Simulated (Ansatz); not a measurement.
C₂H₈O₂Si, SMILES `COC[SiH2]O`. Total charge 0; spin multiplicity 1.

Cartesian coordinates in Å:
```
C 0.1574 1.0752 -1.4143
O -0.2537 1.2284 -0.0810
C -0.9769 0.1039 0.4044
Si 0.2124 -1.2929 0.8928
O 1.5233 -0.5600 1.5698
H 0.8198 0.2089 -1.5481
H -0.7049 0.9535 -2.0835
H 0.6992 1.9789 -1.6940
H -1.5025 0.4448 1.3017
H -1.7461 -0.2095 -0.3161
H 0.6228 -2.1152 -0.2796
H -0.4275 -2.1936 1.8861
H 1.5767 0.3775 1.3618
```

(1) What are the harmonic wavenumbers in cm⁻¹ at PBE0-D4/def2-TZVP (Ansatz, finite differences of forces, unscaled)? (Estimate.)

(2) Is this a minimum?

(3) Give the ideal-gas thermochemistry at 298.15 K and 1 bar (rigid rotor, harmonic oscillator; point group C1, symmetry number 1).

Answers

(1) Ansatz gave: 40, 107, 159, 216, 311, 348, 407, 532, 659, 722, 798, 848, 915, 942, 958, 987, 1142, 1179, 1214, 1283, 1306, 1448, 1474, 1481, 1502, 2202, 2227, 2993, 3006, 3046, 3088, 3139, 3869.

(2) Yes, all 33 modes are real.

(3) Zero-point energy 266.4 kJ/mol; H(298) − E = 288.6 kJ/mol; entropy 355.7 J/(mol·K), of which translation 165.3, rotation 111.1, vibration 79.2; G(298) − E = 182.6 kJ/mol. Modes under 100 cm⁻¹ are hindered rotations or soft bends, so the harmonic entropy is rough.
